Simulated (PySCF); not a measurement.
Work out the structure from these simulated measurements.

Elements present: C, Cl and H. Monoisotopic mass: 140.0160 u.

- UV, first state: lowest singlet excitation: 7.43 eV (167 nm, f = 0.005) [TDDFT PBE0/def2-SVPD]
- Triplet: lowest triplet excitation (Tamm–Dancoff): 6.76 eV [TDA PBE0/def2-SVPD]
- Dipole: 2.55 D [PBE0/def2-SVPD]
- NMR, other nuclei: isotropic shieldings of nuclei other than C and H, by class: 904 (2 Cl) ppm [GIAO PBE0/pcSseg-1]
- 1H NMR: chemical shifts (computed TMS as zero) by class: 3.56 (4 H), 1.00 (6 H) ppm [GIAO PBE0/pcSseg-1]
- 13C NMR: chemical shifts (computed TMS as zero) by class: 56.5 (2 C), 40.4 (1 C), 25.2 (2 C) ppm [GIAO PBE0/pcSseg-1]
- Polarisability: 87.8 au [PBE0/def2-SVPD]
- Rotational structure: rotational constants A, B, C: 2.071, 1.320, 0.989 GHz [GFN2-xTB]

The electronic properties come from PySCF, for the isolated species, density fitting. Levels stand in brackets. NMR shifts are as computed; neighbouring signals can stand in another order in a measured spectrum. The structure is a single GFN2-xTB conformer in the gas phase; no vibrational or solvent corrections. NMR values are class means; diastereotopic atoms form classes of their own.

Problem. Which formula fits the mass and the elements?

Solution. C5H10Cl2 (calculated 140.0160). No other formula that holds each of these elements comes within 0.0003 u with a fitting electron parity and a possible valence count.

Problem. Give a SMILES that accounts for the data.

Solution. Numbering: `[CH3:1][C:2]([CH3:3])([CH2:4][Cl:5])[CH2:6][Cl:7]`. Its formula, C5H10Cl2, gives 0 degrees of unsaturation, so no ring and no π bond. 5 carbons fall into 3 classes; from least to most shielded: sp3 C–Cl carbon [C4/C6] (56.5 ppm, 2 C), quaternary sp3 carbon [C2] (40.4 ppm), methyl carbon [C1/C3] (25.2 ppm, 2 C). Hydrogen classes from least to most shielded: 4 H on 2 sp3 C–Cl carbons, C4/C6 (3.56 ppm, a mean of values up to 1.0 ppm apart in this geometry), 6 H on 2 methyl carbons, C1/C3 (1.00 ppm, a mean of values up to 1.1 ppm apart in this geometry). The other shieldings belong to: 904 ppm, alkyl chlorine [Cl5/Cl7]. The optimised geometry has point group C2 and is an asymmetric top. Structure: 2,2-dimethyl-1,3-dichloropropane (`ClCC(CCl)(C)C`). The assignments are read from this structure; whether some other isomer fits the data as well wasn't checked.

The values belong to the conformer `[CH3:1][C:2]([CH3:3])([CH2:4][Cl:5])[CH2:6][Cl:7]`: C1–C2–C4–Cl5 -178°, C1–C2–C6–Cl7 -58°.
